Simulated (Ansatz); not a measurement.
A run on `N=C(F)O[SiH3]` with other settings.

```yaml
crystal:
  periodic: [false, false, false]
  atoms:
    - {symbol: N, position_ang: [1.645696, 0.938538, 0.192961]}
    - {symbol: C, position_ang: [1.378029, -0.267101, 0.000382]}
    - {symbol: F, position_ang: [2.362364, -1.137545, -0.107943]}
    - {symbol: O, position_ang: [0.226866, -0.916464, -0.129506]}
    - {symbol: Si, position_ang: [-1.279500, -0.187510, -0.070111]}
    - {symbol: H, position_ang: [0.821628, 1.525602, 0.262606]}
    - {symbol: H, position_ang: [-1.374699, 0.826091, -1.148140]}
    - {symbol: H, position_ang: [-2.236255, -1.292892, -0.267025]}
    - {symbol: H, position_ang: [-1.455528, 0.464982, 1.249674]}
basis:
  gaussian: {orbitals: aug-pcseg-2, point_charges: [{charge: -1.00, position_ang: [5.262, 0.712, -0.586]}]}
hamiltonian: {xc: {name: B97M-V}}
```

```sh
$ ansatz run in.yaml --threads 2 --pin off --events-out ev --progress --plain --max-ram 4352MiB
```

Output, abridged:

```
Functional definition: B97M-V
1356 factors; their error is unknown
mean field evaluation 1: about -15225.1181 eV, gradient 6.7e1 eV
mean field evaluation 2: about -15166.3704 eV, gradient 1.3e2 eV
mean field evaluation 4: about -15232.6168 eV, gradient 1.6e1 eV
mean field evaluation 8: about -15233.1296 eV, gradient 2.8e-1 eV
mean field evaluation 16: about -15233.0920 eV, gradient 1.0e-3 eV
mean field -15233.09202737 eV, -559.8058066452 hartree, gradient 6.7e-5 eV, S^2 0.000000; 0 other end points of the search recorded, 0 dependent functions left out
reference -15233.09214123 eV, -559.8058108293 hartree; 24, 24 occupied and 302, 302 virtual orbitals, 1356 factors
Total energy: -15233.09214123 eV, -559.8058108293 hartree
```

Run time 23 s (2 threads of an Intel Xeon Platinum 8488C on a shared host); peak host memory 0.6 GiB.
